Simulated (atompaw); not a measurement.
# Building the PAW (atompaw) potential for lanthanum (PBE, scalar-relativistic).

The input file (atompaw 4.2.0.5):

```
La 57
GGA-PBE scalarrelativistic loggrid 2001 logderivrange -5 5 251
6 6 5 4 0 0
6 0 1.5
6 1 0.5
5 2 1
4 3 0
0 0 0
c
c
c
c
v
v
c
c
c
v
v
c
c
v
v
3
3.00 2.65 2.10 2.05
n
n
y
1.75
n
y
2.25
n
custom polynom vanderbiltortho besselshape
4 0.5 troulliermartins
2.10
2.85
2.25
3.00
3.00
3.00
1.35
1.35
PWSCFOUT
UPFDX 0.0125d0 UPFXMIN -7.d0 UPFZMESH 57.d0
END
```

Command:

```bash
atompaw < La.input > La.log
```

The program printed (summary file):

```
Completed calculations for La (AE)

 Exchange-correlation type: GGA, Perdew-Burke-Ernzerhof

 Radial integration grid is logarithmic
 r0 =   1.1779470E-04 h =   6.7142977E-03   n =      2001 rmax =   8.0000000E+01

 Scalar relativistic calculation

 AEatom converged in  35 iterations
   nz     =  57.00
   delta  =       4.136832398639E-15

 All Electron Orbital energies:
  n  l      occupancy      energy
  1  0      2.0000000E+00 -2.8483046E+03
  2  0      2.0000000E+00 -4.5345545E+02
  3  0      2.0000000E+00 -9.7022056E+01
  4  0      2.0000000E+00 -1.9626373E+01
  5  0      2.0000000E+00 -2.9024478E+00
  6  0      1.5000000E+00 -2.9354658E-01
  2  1      6.0000000E+00 -4.0640190E+02
  3  1      6.0000000E+00 -8.1998888E+01
  4  1      6.0000000E+00 -1.4741570E+01
  5  1      6.0000000E+00 -1.6873462E+00
  6  1      5.0000000E-01 -1.1873467E-01
  3  2      1.0000000E+01 -6.0421737E+01
  4  2      1.0000000E+01 -7.6746077E+00
  5  2      1.0000000E+00 -2.6001259E-01
  4  3      0.0000000E+00 -3.6064579E-01

 Total energy
   Total                    :   -16986.48433098145324

 ---
 Completed calculations for La (SC)

 Exchange-correlation type: GGA, Perdew-Burke-Ernzerhof

 Radial integration grid is logarithmic
 r0 =   1.1779470E-04 h =   6.7142977E-03   n =      2001 rmax =   8.0000000E+01

 Scalar relativistic calculation

 SCatom converged in   6 iterations
   nz     =  57.00
   delta  =       3.799195030986E-15

 Valence Electron Orbital energies:
  n  l      occupancy      energy
   5  0      2.0000000E+00 -2.9024478E+00
   6  0      1.5000000E+00 -2.9354658E-01
   5  1      6.0000000E+00 -1.6873462E+00
   6  1      5.0000000E-01 -1.1873467E-01
   5  2      1.0000000E+00 -2.6001259E-01
   4  3      0.0000000E+00 -3.6064579E-01

 Total energy
   Total                    :   -16986.48433099664908
   Valence                  :     -457.78049203104655

 PAW parameters:
       lmax =            3
         rc =    3.0002549468383508
        irc =         1512
   rc_shape =    2.6586935749087521
    rc_vloc =    2.1018600864415675
    rc_core =    2.0599437460563115
   Vloc: Norm-conserving Troullier-Martins with l= 4;e=   5.0000E-01
   Projector type: polynomial pseudization + Vanderbilt ortho.
   Bessel compensation charge shape zeroed at   2.6587E+00

 Number of basis functions     8
 No.   n  nodes  l      Energy         Cp coeff         Occ
  1    5    4    0   -0.2902448E+01  0.1640155E+01  0.2000000E+01
  2    6    5    0   -0.2935466E+00  0.1969454E+02  0.1500000E+01
  3    5    3    1   -0.1687346E+01  0.1820159E+01  0.6000000E+01
  4    6    4    1   -0.1187347E+00  0.6700871E+02  0.5000000E+00
  5    5    2    2   -0.2600126E+00  0.7309189E+01  0.1000000E+01
  6  999    3    2    0.1750000E+01  0.1571553E+01  0.0000000E+00
  7    4    0    3   -0.3606458E+00  0.8397453E+01  0.0000000E+00
  8  999    1    3    0.2250000E+01  0.9593331E+01  0.0000000E+00

 Eigenvalues of overlap operator (in the basis of projectors):
    1        4.44419488E-01
    2        7.45447959E-01
    3        1.36580724E+00
    4        2.73674648E+00
    5        3.90252979E+01
    6        6.26591670E+01
    7        8.67467251E+01
    8        1.01672445E+03

 Orbital leakage outside PAW augmentation regions
   orb  is_core?  %out_of_sphere
   1 0    T           0.00
   2 0    T           0.00
   3 0    T          -0.00
   4 0    T           0.00
   5 0    F           1.14
   6 0    F          84.32
   2 1    T           0.00
   3 1    T          -0.00
   4 1    T           0.00
   5 1    F           4.48
   6 1    F          95.03
   3 2    T          -0.00
   4 2    T           0.00
   5 2    F          40.35
   4 3    F           2.32

 Summary of PAW energies
   Total valence energy     :   -457.78049013951920
   Smooth energy            :      0.21107360881546
   One center               :   -457.99156374833467
   Smooth kinetic           :     17.87085303618021
   Vloc energy              :    -18.59815440416682
   Smooth exch-corr         :    -10.99476117714503
   One-center xc            :   -395.14180853020900
```

The run took about 8.9 s on one core of a shared server CPU.
